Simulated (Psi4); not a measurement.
**MP2, SCS-MP2 and SOS-MP2 from spin components**

System: C₂H₉ClSSi₂ (SMILES C[SiH](C)S[SiH2]Cl), singlet, geometry from GFN2-xTB. Level: MP2/def2-SVPD run with Psi4. Sums are taken with unrounded values, so a last digit can differ.

Here is a job for Psi4.
```
memory 2 GB

molecule mol {
0 1
  Si    1.893210   -0.290489    0.282009
  Cl    1.345437   -2.179551   -0.168918
  S     0.272582    0.889690    0.998832
  Si   -1.210373    0.888975   -0.610203
  C    -2.078549   -0.796149   -0.664106
  C    -2.398319    2.291502   -0.156742
  H     2.822876   -0.308686    1.393404
  H     2.425744    0.304271   -0.934110
  H    -0.472241    1.163100   -1.847441
  H    -2.536834   -1.028197    0.294260
  H    -1.382618   -1.597612   -0.895144
  H    -2.860145   -0.808494   -1.417680
  H    -1.884509    3.247115   -0.122455
  H    -2.842198    2.126091    0.820932
  H    -3.202335    2.368800   -0.881672
}

set basis def2-svpd
set reference rhf
set freeze_core true

energy('mp2')
print_variables()
```

It gave an SCF energy of -1515.513195 Eh, a same-spin correlation energy of -0.185600 Eh and an opposite-spin one of -0.611538 Eh.

Question: Work out the MP2, SCS-MP2 (6/5 and 1/3) and SOS-MP2 (1.3 and 0) correlation and total energies.

Answer: MP2: -0.611538 + (-0.185600) = -0.797138 Eh, total -1516.310333 Eh, as the program printed. SCS-MP2: 1.2 × (-0.611538) + (-0.185600)/3 = -0.795712 Eh, total -1516.308907 Eh. SOS-MP2: 1.3 × (-0.611538) = -0.795000 Eh, total -1516.308194 Eh. Opposite spins carry 77 % of the MP2 correlation; same-spin pairs are already kept apart by exchange.
